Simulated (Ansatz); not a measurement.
The cluster Hf2Se4, relaxed as a singlet with RKS PBE-D4/def2-SVP in Ansatz, starting from the GFN1-xTB geometry. Force threshold 0.02 eV/Å.

In the def2 sets Hf takes a core potential; there is no spin–orbit coupling. The restricted singlet is unstable towards broken spin symmetry at other levels; at PBE-D4/def2-SVP this wasn't settled. The relaxation made no stability test and no search for a lower SCF solution. No other spin state of charge 0 was run. Another isomer (singlet) lies 1.71 eV lower at PBE0-D4/def2-TZVP; other spin states weren't run for this one.

Start:

```xyz
6

Hf    2.046    1.301    0.823
Hf   -0.284   -0.179   -0.123
Se    2.334   -1.099    0.448
Se   -2.768   -0.419   -0.385
Se   -1.318   -2.181   -1.226
Se   -0.009    2.577    0.463
```

Task: Estimate the energy that the relaxation releases and the steps that it takes.

Result: 85.7 kJ/mol, in 10 steps; 41 s on 4 threads of Arm Neoverse V2 on a shared host. No frequencies were taken in this run, so the end may be a saddle point.

Task: Does the start keep its bonding and symmetry?

Result: By distances, no bond broke or formed. The bond that changes most is Hf2–Se3, from 2.83 to 2.59 Å (atoms count from 1). Point group C2 at the start, C2v at the end, both within 0.05 Å.

Task: Predict the relaxed structure.

Result: 
Cartesian coordinates in Å:
```
Hf 2.452 1.564 0.979
Hf -0.362 -0.232 -0.147
Se 1.842 -0.874 1.051
Se -2.670 -1.193 0.246
Se -1.599 -1.524 -1.939
Se 0.338 2.260 -0.190
```
Bond lengths (bridged metal pairs left out): 6 × Hf–Se 2.51 to 2.59 Å; 1 × Se–Se 2.46 Å.
